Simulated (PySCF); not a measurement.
SCF from a fresh guess for singlet Rb₃O⁺, at the PBE0 minimum. PySCF input:

```python
from pyscf import gto, scf, dft
mol = gto.M(atom='''
O      0.000000    -0.000000    -0.000000
Rb     0.002430     0.000000     2.508360
Rb     2.171090    -0.000000    -1.256290
Rb    -2.173520     0.000000    -1.252070''',
    basis={'O': 'def2-TZVP', 'Rb': 'def2-TZVP'},
    ecp={'Rb': 'def2-TZVP'},
    charge=1, spin=0)
mf = dft.RKS(mol, xc='PBE')
mf.grids.atom_grid = (50, 194)
aux = {'O': 'def2-universal-JKFIT', 'Rb': 'def2-universal-JKFIT'}
mf = mf.density_fit(auxbasis=aux)
mf.conv_tol = 1e-08
mf.diis_space = 10
mf.max_cycle = 60
mf.init_guess = 'minao'
mf.verbose = 4
mf.kernel()
```

Excerpt of the output (cycles and frontier levels):

```
init E= -139.322472841971
  HOMO = -0.711826088498968  LUMO = -0.334449705381914  gap/eV = 10.26893
cycle= 1 E= -146.721104688801  delta_E= -7.4  |g|= 1.61  |ddm|= 3.92
  HOMO = -0.0999495554717277  LUMO = -0.0713952232298989  gap/eV = 0.77700
cycle= 2 E= -138.073589856719  delta_E= 8.65  |g|= 3.57  |ddm|= 4.44
  HOMO = -0.468845266338836  LUMO = -0.213025505686623  gap/eV = 6.96121
cycle= 3 E= -147.088111412889  delta_E= -9.01  |g|= 0.987  |ddm|= 4.25
  HOMO = -0.268535641310574  LUMO = -0.181610942238065  gap/eV = 2.36534
cycle= 4 E= -147.345712515339  delta_E= -0.258  |g|= 0.248  |ddm|= 1.33
  HOMO = -0.202085243988249  LUMO = -0.15713860644124  gap/eV = 1.22306
cycle= 5 E= -147.361796685628  delta_E= -0.0161  |g|= 0.122  |ddm|= 0.703
  HOMO = -0.218452228054491  LUMO = -0.161561516069613  gap/eV = 1.54808
cycle= 6 E= -147.366766137963  delta_E= -0.00497  |g|= 0.00867  |ddm|= 0.235
  HOMO = -0.218306092810425  LUMO = -0.16177414895777  gap/eV = 1.53831
cycle= 7 E= -147.366780768921  delta_E= -1.46e-05  |g|= 0.00222  |ddm|= 0.0117
  HOMO = -0.218487127402  LUMO = -0.161795488852764  gap/eV = 1.54266
cycle= 8 E= -147.366781253474  delta_E= -4.85e-07  |g|= 0.00154  |ddm|= 0.00394
  HOMO = -0.21839578306835  LUMO = -0.161799812409893  gap/eV = 1.54005
cycle= 9 E= -147.366781778272  delta_E= -5.25e-07  |g|= 0.000156  |ddm|= 0.0015
  HOMO = -0.21838693774475  LUMO = -0.161799726091015  gap/eV = 1.53982
cycle= 10 E= -147.366781783926  delta_E= -5.65e-09  |g|= 2.74e-06  |ddm|= 0.000203
  HOMO = -0.218385729427116  LUMO = -0.161799671899759  gap/eV = 1.53979
Extra cycle  E= -147.366781783881  delta_E= 4.58e-11  |g|= 1.48e-05  |ddm|= 1.96e-05
converged SCF energy = -147.366781783881
```

No lower solution of this spin was found by a stability analysis within the restricted form, which does not test spin polarisation.

The search for the lowest solution, with the stability check, took 7.1 s on 4 threads of a shared Intel Xeon @ 2.70GHz host, with 130 basis functions; the process peaked at 0.36 GiB. Launch command: `OMP_NUM_THREADS=4 python axn.py task.json out`.
